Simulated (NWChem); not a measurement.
All runs are NWChem calculations. System: H3AlO2S, charge 0, spin multiplicity 1, at a geometry optimised with PBE0/def2-SVP. The structure started from a generated list of species. Level: G0W0@PBE/def2-TZVPD, RI basis def2-tzvpd-rifit.

The NWChem input:

```
start mol
memory heap 200 mb stack 700 mb global 1700 mb
geometry units angstroms nocenter noautoz
  Al    -0.277817    -0.345457     0.000000
  O      0.148817    -1.986021     0.000000
  H      1.029293    -2.361769     0.000000
  O     -1.910050     0.111814     0.000000
  H     -2.646497    -0.501578     0.000000
  S      1.193234     1.258962     0.000000
  H      0.226953     2.204551     0.000000
  symmetry group Cs
end
basis spherical
  * library def2-tzvpd
end
basis "ri basis" bse spherical
  * library def2-tzvpd-rifit
end
dft
  xc xpbe96 cpbe96
  iterations 100
  direct
  tolerances tight
end
task dft energy
gw
  method cdgw
  states alpha occ 4 vir 2
end
task dft gw
```

Output (cleaned and shortened):

```
             Northwest Computational Chemistry Package (NWChem) 7.3.0
             --------------------------------------------------------

                                NWChem Input Module
                                -------------------

 Scaling coordinates for geometry "geometry" by  1.889725989
 (inverse scale =  0.529177249)

 Turning off AUTOSYM since
 SYMMETRY directive was detected!

                             Geometry "geometry" -> ""
                             -------------------------

 Output coordinates in angstroms (scale by  1.889725989 to convert to a.u.)

  No.       Tag          Charge          X              Y              Z
 ---- ---------------- ---------- -------------- -------------- --------------
    1 Al                  13.0000    -0.27781700    -0.34545700     0.00000000
    2 O                    8.0000     0.14881700    -1.98602100     0.00000000
    3 H                    1.0000     1.02929300    -2.36176900     0.00000000
    4 O                    8.0000    -1.91005000     0.11181400     0.00000000
    5 H                    1.0000    -2.64649700    -0.50157800     0.00000000
    6 S                   16.0000     1.19323400     1.25896200     0.00000000
    7 H                    1.0000     0.22695300     2.20455100     0.00000000

 Effective nuclear repulsion energy (a.u.)     200.4554105419

            Nuclear Dipole moment (a.u.)
            ----------------------------
        X                 Y               Z
 ---------------- ---------------- ----------------
     0.0000151178    -0.0000018897     0.0000000000

      Symmetry information
      --------------------

 Group name             Cs
 Group number              2
 Group order               2
 No. of unique centers     7

      Symmetry unique atoms

     1    2    3    4    5    6    7


 Summary of "ao basis" -> "" (spherical)
 ------------------------------------------------------------------------------
       Tag                 Description            Shells   Functions and Types
 ---------------- ------------------------------  ------  ---------------------
 *                         def2-tzvpd                 on all atoms

 new library libraries.bse/

 Summary of "ri basis" -> "" (spherical)
 ------------------------------------------------------------------------------
       Tag                 Description            Shells   Functions and Types
 ---------------- ------------------------------  ------  ---------------------
 *                      def2-tzvpd-rifit              on all atoms

  pbe96 is a nonlocal functional; adding pw91lda local functional.

                                 NWChem DFT Module
                                 -----------------

 Summary of "ao basis" -> "ao basis" (spherical)
 ------------------------------------------------------------------------------
       Tag                 Description            Shells   Functions and Types
 ---------------- ------------------------------  ------  ---------------------
 Al                        def2-tzvpd               15       43   6s5p3d1f
 O                         def2-tzvpd               14       40   6s4p3d1f
 H                         def2-tzvpd                5        9   3s2p
 S                         def2-tzvpd               16       46   6s6p3d1f

 Summary of "ao basis" -> "ao basis" (spherical)
 ------------------------------------------------------------------------------
       Tag                 Description            Shells   Functions and Types
[...]
  ----- ------------  ---------------      ----- ------------  ---------------
   159      0.500232  6 S  pz               162      0.315603  6 S  pz
   156      0.218667  6 S  pz               150     -0.187734  6 S  pz
   101     -0.087617  4 O  pz               153     -0.082073  6 S  pz
   104     -0.073923  4 O  pz                52     -0.072647  2 O  pz
    18      0.068394  1 Al pz                55     -0.061408  2 O  pz

 Vector   25  Occ=0.000000D+00  E=-6.154749D-02  Symmetry=a'
              MO Center= -1.9D-01, -4.4D-01,  7.0D-15, r^2= 8.1D+00
   Bfn.  Coefficient  Atom+Function         Bfn.  Coefficient  Atom+Function
  ----- ------------  ---------------      ----- ------------  ---------------
     6      1.207365  1 Al s                  5      0.634811  1 Al s
    98     -0.624230  4 O  s                 49     -0.437592  2 O  s
   147     -0.386173  6 S  s                135      0.348353  5 H  s
     4      0.267679  1 Al s                146     -0.254888  6 S  s
    86      0.251261  3 H  s                190      0.207575  7 H  s

 Vector   26  Occ=0.000000D+00  E=-2.425545D-02  Symmetry=a'
              MO Center=  6.1D-01,  6.7D-01, -8.2D-15, r^2= 6.7D+00
   Bfn.  Coefficient  Atom+Function         Bfn.  Coefficient  Atom+Function
  ----- ------------  ---------------      ----- ------------  ---------------
    49      0.896028  2 O  s                  6     -0.602304  1 Al s
    98      0.528335  4 O  s                 20      0.508562  1 Al py
   108     -0.384183  4 O  px               190     -0.357407  7 H  s
    32      0.349581  1 Al d -2             161      0.302331  6 S  py
   135     -0.290528  5 H  s                189     -0.280190  7 H  s

 Vector   27  Occ=0.000000D+00  E=-1.605897D-02  Symmetry=a"
              MO Center= -3.7D-02, -1.5D-01, -2.6D-14, r^2= 4.8D+00
   Bfn.  Coefficient  Atom+Function         Bfn.  Coefficient  Atom+Function
  ----- ------------  ---------------      ----- ------------  ---------------
    21      0.557047  1 Al pz                18      0.418409  1 Al pz
   162     -0.198815  6 S  pz               159     -0.197165  6 S  pz
    52     -0.151928  2 O  pz               101     -0.145769  4 O  pz
   165      0.143722  6 S  pz               110      0.141205  4 O  pz
    55     -0.131589  2 O  pz               104     -0.126448  4 O  pz

 center of mass
 --------------
 x =   0.02176640 y =   0.00581066 z =   0.00000000

 moments of inertia (a.u.)
 ------------------
         456.938953224921        -149.500770257156           0.000000000000
        -149.500770257156         408.811207616280           0.000000000000
           0.000000000000           0.000000000000         865.750160841201

     Multipole analysis of the density
     ---------------------------------

     L   x y z        total         alpha         beta         nuclear
     -   - - -        -----         -----         ----         -------
     0   0 0 0      0.000000    -24.000000    -24.000000     48.000000

     1   1 0 0     -0.053120     -0.026568     -0.026568      0.000015
     1   0 1 0     -0.373276     -0.186637     -0.186637     -0.000002
     1   0 0 1     -0.000000     -0.000000     -0.000000      0.000000

     2   2 0 0    -26.115536   -122.444264   -122.444264    218.772991
     2   1 1 0     -1.386696    -37.488255    -37.488255     73.589814
     2   1 0 1     -0.000000     -0.000000     -0.000000      0.000000
     2   0 2 0    -27.519275   -137.416711   -137.416711    247.314147
     2   0 1 1     -0.000000     -0.000000     -0.000000      0.000000
     2   0 0 2    -27.812532    -13.906266    -13.906266      0.000000

 Task  times  cpu:       48.5s     wall:       48.5s

                                NWChem Input Module
                                -------------------

                                 NWChem GW Module
                                 ----------------

                             ***********************
                             ***        GW       ***
                             ***********************

 Summary of "ri basis" -> "ri basis" (spherical)
 ------------------------------------------------------------------------------
       Tag                 Description            Shells   Functions and Types
 ---------------- ------------------------------  ------  ---------------------
 Al                     def2-tzvpd-rifit            33      129   10s8p7d6f2g
 O                      def2-tzvpd-rifit            26       92   9s7p5d4f1g
 H                      def2-tzvpd-rifit            10       24   5s3p2d
 S                      def2-tzvpd-rifit            33      129   10s8p7d6f2g

                 Memory Information
                 ------------------
          Available GA per process is          1699.7 MBs
          Available stack per process is        700.0 MBs
          Available heap per process is           0.0 MBs

          Peak memory in Initialization
              Peak GA per process is                 22.3 MBs
              Peak stack per process is               0.5 MBs
              Peak heap per process is               23.0 MBs
              Memory not in MA per process            0.0 MBs

          Peak memory in CDGW Calculation
              Peak GA per process is                 26.6 MBs
              Peak stack per process is               4.0 MBs
              Peak heap per process is                4.4 MBs
              Memory not in MA per process            0.0 MBs

          Computing 2-center integrals
          Computing Inverse Cholesky factor
          Computing 3-center integrals
          Computing Vxc

          Computing Sigma_x
          Computing W(iw) on the imaginary grid
          Solving quasiparticle equations

                  Alpha Orbitals
          State     Energy (eV)     Error (eV)
          -----------------------------------
@GW        21        -11.392           0.002
@GW        22        -10.789           0.002
@GW        23        -10.852           0.003
@GW        24         -9.437           0.002
@GW        25          0.426           0.002
@GW        26          1.881           0.002

     GW Timing Statistics
   ------------------------
   Init.   :          0.1s
     ERIs  :          2.5s
     Distr.:          0.0s
     Vxc   :          0.5s
   Vmo     :          0.0s
   iW      :          5.2s
   I_n     :          0.0s
   R_n     :          1.2s
   GW total:          9.5s

 Task  times  cpu:        9.5s     wall:        9.5s

 Total times  cpu:       58.1s     wall:       58.1s
```
